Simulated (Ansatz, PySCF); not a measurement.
Process, species as SMILES: CS (CH4S) → [CH2-]S + H+
Each molecule is optimised on its own at B3LYP-D3(BJ)/def2-TZVP (Ansatz, a quantum-chemistry and plane-wave program), one conformer each, not searched for the lowest.

Wanted: gas-phase deprotonation energy (enthalpy at 298 K, with B3LYP-D3(BJ) rigid-rotor harmonic-oscillator terms from PySCF), in kJ/mol. Cores are frozen in the correlated levels unless marked. Spin-orbit coupling is left out. No relativistic terms. Anions need diffuse functions: aug- sets have them; def2-D sets add few; the other sets have none. CBS marks a two-point X^-3 extrapolation of the correlation energy; Hartree-Fock from the larger set. [CCSD(T)-MP2]/basis is that difference in the basis named.

| level | program | gas-phase deprotonation energy (kJ/mol) | minus last row |
|---|---|---|---|
| revPBE/def2-TZVPD | Ansatz | 1642.5 | -8.9 |
| r2SCAN0-D4/def2-TZVPD | Ansatz + dftd4 | 1657.1 | 5.7 |
| RI-MP2/aug-cc-pV(Q+d)Z | Ansatz | 1642.8 | -8.6 |
| RI-MP2/def2-TZVPPD | Ansatz | 1651.8 | 0.4 |
| SCS-MP2/STO-3G | Ansatz | 2278.8 | 627.4 |
| CCSD(T)/cc-pV(T+d)Z | Ansatz | 1687.5 | 36.1 |
| RI-MP2/CBS(aug-cc-pV(T+d)Z,aug-cc-pV(Q+d)Z)+[CCSD(T)-MP2]/aug-cc-pV(T+d)Z | Ansatz | 1651.4 | 0.0 |
